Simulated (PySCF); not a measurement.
Dipole moment and polarisability of `O=CN[SiH2]O[SiH](O)O`

Compound: CH7NO4Si2.
Geometry (GFN2-xTB, Å), atoms numbered from 1 in this order:
```xyz
15
CH7NO4Si2 angstrom
O      1.4823   -1.4801    0.1346
C      2.1314   -0.5899   -0.3717
N      1.8742    0.7115   -0.2220
Si     0.5482    1.3204    0.7905
O     -0.8601    0.7607    0.3049
Si    -1.9319   -0.4921    0.1588
O     -1.1668   -1.7654   -0.4568
O     -3.1385   -0.0343   -0.8053
H      3.0056   -0.8121   -1.0133
H      2.4903    1.3503   -0.6975
H      0.8503    0.9106    2.1547
H      0.5541    2.7474    0.4953
H     -2.5485   -0.6626    1.4556
H     -0.2476   -1.9161   -0.1946
H     -3.0474   -0.0403   -1.7552
```

Level: B3LYP/def2-SVPD (PySCF), static field, nuclei fixed, core orbitals frozen in the response. The polarisability tensor in these axes (au):

```
x   86.56  2.57 -3.65
y    2.57 83.73  2.11
z   -3.65  2.11 71.13
```

**Question.** Diagonalise the tensor; give its mean and Δα, where Δα² is half the sum of the squared differences of the eigenvalues.

**Answer.** Principal values 69.81, 83.25 and 88.36 au; mean 80.48 au = 11.93 Å³ = 13.27 × 10⁻⁴⁰ C²·m²/J; Δα = 16.60 au (21 % of the mean).

**Question.** What is the dipole moment, and where does it point?

**Answer.** (3.65, 2.97, -1.32) D, 4.89 D in size, pointing from the negative to the positive side. Measured along this direction, the outermost atoms are H13 at the negative end and H10 at the positive end.

**Question.** Give the eigenvalues of the traceless quadrupole moment Θ = ½Σq(3rr − r²1), origin at the centre of nuclear charge.

**Answer.** -11.12, 2.37, 8.76 D·Å. The values depend on the origin, since the dipole doesn't vanish. The electronic extent ⟨r²⟩ about the same centre is 1464 bohr², a root-mean-square distance of 2.26 Å for the 80 electrons.

**Question.** Rayleigh depolarisation ratio (linearly polarised light, static tensor)?

**Answer.** ρ = 3Δα²/(45ᾱ² + 4Δα²) = 826.5/(291432 + 1102.0) = 0.00283.

**Question.** In TDDFT the mean static polarisability is Σ f/ω² over all singlet excitations (ω in hartree). How much of it do the 8 lowest give? Their energies (eV) and oscillator strengths: 5.56, 0.0004; 6.80, 0.0593; 7.08, 0.0104; 7.20, 0.0053; 7.24, 0.0323; 7.40, 0.0039; 7.55, 0.0507; 7.63, 0.0068.

**Answer.** They add up to 2.44 au, 3.0 % of the 80.48 au; the largest single term is 0.95 au, from the state at 6.80 eV. Terms in order: 0.01, 0.95, 0.15, 0.08, 0.46, 0.05, 0.66, 0.09 au. Higher excitations give the rest. The strengths listed sum to 0.169.

**Question.** What would n − 1 = 2πNα be for an ideal gas of these molecules at 400 K and 1 atm, electronic part alone?

**Answer.** N = p/kT = 1.8347 × 10¹⁹ cm⁻³, so n − 1 = 2π × N × 11.93 × 10⁻²⁴ cm³ = 1375 × 10⁻⁶ at long wavelengths, for an ideal gas.

**Question.** Directions of the eigenvectors, and the extent of the frame along each?

**Answer.** Largest value along (0.89, 0.43, -0.14), where the nuclei span 5.65 Å; middle along (-0.39, 0.88, 0.27), 4.49 Å; least along (0.24, -0.19, 0.95), 4.47 Å. 

Isolated species at its GFN2-xTB geometry (one conformer only).
